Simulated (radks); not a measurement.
Initial-state core-level shifts of the technetium ion Tc3+ when its valence configuration changes from [Kr] 4d4. Calculated with a radial shooting solver on a logarithmic mesh with Libxc functionals: non-relativistic Kohn-Sham, PBEsol, spin-polarised, spherical densities, point nucleus; open shells are filled with parallel spins first (spin-orbit coupling, left out, can overturn this in heavy ions); relativity is left out, which matters for an element this heavy. Shifts are changes of the shell-averaged eigenvalues in eV (positive: less bound); the change of the density at the nucleus, which sets a Mossbauer isomer shift, is in e/bohr^3, on a base of 5.546e+04.

| valence | 1s | 2s | 2p | 3p | density at nucleus |
|---|---|---|---|---|---|
| 4d3.5 5p0.5 | -3.283 | -3.463 | -3.449 | -3.352 | +1.178 |
| 4d2 5p2 | -13.425 | -14.220 | -14.161 | -13.679 | +5.295 |
| 4d3.5 5s0.5 | -2.789 | -2.970 | -2.959 | -2.850 | +8.143 |
| 4d3 5p1 | -6.616 | -6.989 | -6.961 | -6.751 | +2.452 |
| 4d2 5s2 | -11.662 | -12.422 | -12.378 | -11.854 | +34.598 |
| 4d3 5s1 | -5.640 | -6.012 | -5.990 | -5.758 | +16.777 |
| 4d1 5p3 | -20.439 | -21.710 | -21.618 | -20.792 | +8.539 |
| 4d1 5s0.5 5p2.5 | -19.982 | -21.246 | -21.159 | -20.324 | +16.606 |
| 4d2 5s1 5p1 | -12.479 | -13.268 | -13.216 | -12.713 | +20.448 |
